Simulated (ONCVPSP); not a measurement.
**Varying the ONCV potential for tellurium**

Base potential:

* Element: tellurium
* Generator: ONCVPSP 4.0.1
* Type: optimised norm-conserving Vanderbilt (ONCV)
* Functional: PBE
* Relativity: scalar-relativistic
* Frozen core: [Ar] 3d10
* Valence charge: 24
* Reference configuration: 4s2 4p6 4d10 5s2 5p4
* Partial waves: 4s+5s: rc 1.50 bohr, ncon 4, nbas 9, qcut 10.5 1/bohr, 3 projectors, debl 0.4 Ha; 4p+5p: rc 1.40 bohr, ncon 4, nbas 8, qcut 8.1 1/bohr, 2 projectors; 4d: rc 1.05 bohr, ncon 5, nbas 9, qcut 7.8 1/bohr, 2 projectors, debl 3.9 Ha
* Local potential: polynomial inside 1.00 bohr (lpopt 4, dvloc0 1 Ha)
* Core correction: none

In the s channel the program set the typed energies aside and used -6.041, -0.555, 0.250 Ha.

Cutoffs, loose and tight: the cutoffs (Ha) at which the residual kinetic energy of the hardest occupied pseudo-wave falls to 1 and 0.1 mHa per electron. They do not see the model core or the augmentation charge, which bear on the density cutoff. Test errors are all-electron minus pseudo excitation energies from the reference, over the configurations 4s2 4p6 4d10 5s2 5p3; 4s2 4p6 4d10 5s2 5p2; 4s2 4p6 4d10 5s2 5p1; 4s2 4p6 4d10 5s0 5p6. A dash means not determined; rows that change the core or the reference have their own tests.

| change | outcome | cutoff, loose | cutoff, tight | bound ghosts | GHOST(+) flags above zero | largest test error (meV) |
| --- | --- | --- | --- | --- | --- | --- |
| base | generated, projector energies reset by the program | 225 Ha | 266 Ha | none | s | -13 |
| d: nproj 0; local potential the d channel | generated, projector energies reset by the program | 225 Ha | 266 Ha | none | none | -13 |

Task: What comes out with this change to the base: s: qcut 12.7; p: qcut 9.8; d: qcut 9.5?

Result: outcome: generated, projector energies reset by the program; cutoff, loose: 64 Ha; cutoff, tight: 218 Ha; bound ghosts: none; GHOST(+) flags above zero: d; largest test error (meV): -14.

Task: What comes out with this change to the base: reference 4s2 4p6 4d10 5s2 5p3.75?

Result: outcome: generated, projector energies reset by the program; cutoff, loose: 225 Ha; cutoff, tight: 266 Ha; bound ghosts: none; GHOST(+) flags above zero: s; largest test error (meV): -146.
